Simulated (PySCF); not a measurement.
GeH5NO, SMILES [NH2][GeH2][OH]. Atoms are numbered in the order given.

```xyz
8

Ge     0.3444     0.0314     0.0000
N     -0.5477    -1.5627     0.0000
O     -0.8604     1.3668     0.0000
H      1.1985     0.0999     1.2839
H      1.1985     0.0999    -1.2839
H     -1.1209    -1.7234    -0.8265
H     -1.1209    -1.7234     0.8265
H     -0.4596     2.2462     0.0000
```
Charge 0, spin multiplicity 1.

Coordinates come from a B3LYP-D3(BJ)/def2-SVP optimisation. The values are those of a single conformer.

Calculation: TDA-M06-2X/def2-SVPD in PySCF.

Vertical excitations.  State labels are in the subgroup Cs.

| state | symmetry | energy (eV) | λ (nm) | f | main pairs |
|---|---|---|---|---|---|
| S1 | A' | 6.94 | 179 | 0.048 | HOMO→LUMO+1 54 %, HOMO→LUMO 34 % |
| S2 | A" | 7.35 | 169 | 0.009 | HOMO−1→LUMO 54 %, HOMO−1→LUMO+1 32 % |
| S3 | A' | 7.79 | 159 | 0.035 | HOMO→LUMO 56 %, HOMO→LUMO+1 31 % |
| S4 | A" | 8.06 | 154 | 0.036 | HOMO−1→LUMO+1 60 %, HOMO−1→LUMO 29 % |
| S5 | A' | 8.31 | 149 | 0.015 | HOMO→LUMO+2 80 % |
| S6 | A" | 8.49 | 146 | 0.044 | HOMO−1→LUMO+2 82 % |
| S7 | A' | 8.62 | 144 | 0.086 | HOMO−2→LUMO 51 %, HOMO−2→LUMO+1 27 %, HOMO→LUMO+3 10 % |
| S8 | A' | 8.69 | 143 | 0.002 | HOMO→LUMO+3 69 % |
| S9 | A" | 8.72 | 142 | 0.003 | HOMO→LUMO+5 79 % |
| S10 | A" | 9.05 | 137 | 0.104 | HOMO−1→LUMO+3 30 %, HOMO−3→LUMO 26 %, HOMO−3→LUMO+1 19 %, HOMO−1→LUMO+4 14 % |
| T1 | A' | 6.62 | 187 | 0 | HOMO→LUMO+1 47 %, HOMO→LUMO 27 %, HOMO→LUMO+2 13 % |
| T2 | A" | 6.97 | 178 | 0 | HOMO−1→LUMO 40 %, HOMO−1→LUMO+1 36 %, HOMO−1→LUMO+2 9 % |
| T3 | A' | 7.35 | 169 | 0 | HOMO→LUMO 35 %, HOMO→LUMO+1 33 %, HOMO→LUMO+2 13 % |
| T4 | A" | 7.78 | 159 | 0 | HOMO−1→LUMO+1 41 %, HOMO−1→LUMO 31 %, HOMO−1→LUMO+3 11 % |
Triplets are in the Tamm–Dancoff approximation.
